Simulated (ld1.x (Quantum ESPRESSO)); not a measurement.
# neodymium (Nd): PAW pseudisation with PBEsol, fully relativistic reference atom.

```json
{
 "Element": "Nd",
 "Generator": "ld1.x (Quantum ESPRESSO) 7.5",
 "Type": "PAW",
 "Functional": "PBEsol",
 "Relativity": "fully relativistic",
 "Frozen core": "[Kr] 4d10 4f3",
 "Valence charge": "11",
 "Reference configuration": "5s2 5p6 5d1 6s2 6p0",
 "Partial waves": "5s (bound): rcut 2.05, rcutus 2.30 bohr; 6s (bound): rcut 2.05, rcutus 2.30 bohr; 5p (bound): rcut 2.20, rcutus 2.60 bohr; 6p (bound, empty): rcut 2.20, rcutus 2.60 bohr; 5d (bound): rcut 2.50, rcutus 3.45 bohr; 5d channel at 4.3 Ry: rcut 2.50, rcutus 3.45 bohr",
 "Local potential": "all-electron potential smoothed inside 2.25 bohr (lloc = -1)",
 "Core correction": "Bessel-smoothed model core inside 1.70 bohr",
 "Augmentation charge": "BESSEL, radius 2.10 bohr"
}
```

Open shells are filled in proportion to 2j + 1 (rel_dist='average').

All-electron outer shells of the reference configuration (PBEsol, scalar-relativistic, ld1.x):

| shell | level (eV) | outermost node (bohr) | outermost maximum (bohr) |
| --- | --- | --- | --- |
| 4d | -123.03 | 0.29 | 0.62 |
| 5s | -43.72 | 0.72 | 1.31 |
| 5p | -24.68 | 0.77 | 1.46 |
| 4f | -6.94 | – | 0.65 |
| 6s | -3.89 | 1.74 | 3.60 |
| 5d | -2.94 | 0.87 | 2.08 |
| 6p | -1.33 | 2.07 | 4.74 |

Problem. Does the generator finish with these settings?

Solution. Yes, a potential is produced and its reference levels are reproduced.

Problem. Tests: 5s2 5p6 5d1 6s1 6p0; 5s2 5p6 5d1 6s0 6p0; 5s2 5p6 5d0 6s0 6p0; 5s1 5p6 5d1 6s2 6p0; 5s2 5p6 5d1 6s0 6p2; 5s2 5p6 5d1.5 6s1.5 6p0; 5s2 5p6 5d1 6s1.5 6p0. Which has the largest error in its energy relative to the reference configuration, and how large is it?

Solution. 5s1 5p6 5d1 6s2 6p0, with -148 meV (all-electron minus pseudo) on +48.98 eV.

The ghost test of this file was not conclusive.
